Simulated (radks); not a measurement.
Q: Radial electron density D(r) = 4 pi r^2 rho(r) of an atom or ion with 24 electrons. All-electron calculation, non-relativistic Kohn-Sham, PBE, spin-unpolarised, spherical densities, point nucleus. Program: a radial shooting solver on a logarithmic mesh with Libxc functionals.

```
   r/bohr * D(r) (the largest magnitude, 38.2, reaches the edge; | marks zero)
 0.003946 |  *
 0.004485 |   *
 0.005097 |    *
 0.005839 |      *
 0.006637 |       *
 0.007604 |         *
 0.008642 |           *
 0.009901 |              *
  0.01125 |                 *
  0.01279 |                     *
  0.01465 |                         *
  0.01665 |                             *
  0.01908 |                                 *
  0.02169 |                                     *
  0.02484 |                                         *
  0.02824 |                                            *
  0.03209 |                                              *
  0.03677 |                                               *
  0.04179 |                                               *
  0.04788 |                                              *
  0.05441 |                                            *
  0.06234 |                                         *
  0.07085 |                                       *
  0.08053 |                                     *
  0.09226 |                                      *
   0.1049 |                                         *
   0.1201 |                                             *
   0.1365 |                                                 *
   0.1564 |                                                     *
   0.1778 |                                                      *
   0.2021 |                                                    *
   0.2315 |                                              *
   0.2631 |                                      *
   0.3015 |                              *
   0.3426 |                        *
   0.3925 |                      *
   0.4461 |                       *
   0.5071 |                         *
   0.5809 |                           *
   0.6603 |                           *
   0.7564 |                         *
   0.8597 |                    *
    0.985 |              *
    1.119 |         *
    1.272 |     *
    1.458 |  *
    1.657 | *
    1.898 |*
    2.157 *
    2.472 *
    2.809 *
    3.193 *
    3.658 *
    4.157 *
```

What is the nuclear charge?

A: Z = 28. The innermost maximum, from 1s, lies near 1/Z = 0.0357 bohr (found: 0.0386), and its height grows with Z. The density is that of the nickel ion Ni4+ in [Ar] 3d6; the configuration itself is not fixed sharply by these data, and Z only to about a unit. D(r) has 3 maxima, at r = 0.0386, 0.174, 0.619 bohr, and minima at 0.0825, 0.399 bohr, inside which lie 2.11, 10.77 electrons.
